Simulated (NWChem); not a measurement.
Species: CH3ClGeO2; SMILES [Cl][GeH]1[O]C[O]1

```xyz
8

Cl    -0.4580    -1.9782     0.0000
Ge     0.5008    -0.0381     0.0000
O     -0.2301     1.1779    -1.1353
C     -0.7326     1.9004     0.0000
O     -0.2301     1.1779     1.1353
H      2.0283    -0.2578     0.0000
H     -0.3415     2.9449     0.0000
H     -1.8483     1.9134     0.0000
```
Atoms are numbered in this order, from 1.

Program: NWChem. Structure relaxed at the PBE-D3(BJ)/def2-SVP level.

Question: Estimate the computed values for OLYP/def2-SVP. Quantities: highest occupied level (eV); orbital gap (eV); dipole (D).

Answer: 
```
Item                         Result
---------------------------  ------
highest occupied level (eV)   -6.33
orbital gap (eV)               4.87
dipole (D)                     1.34
```
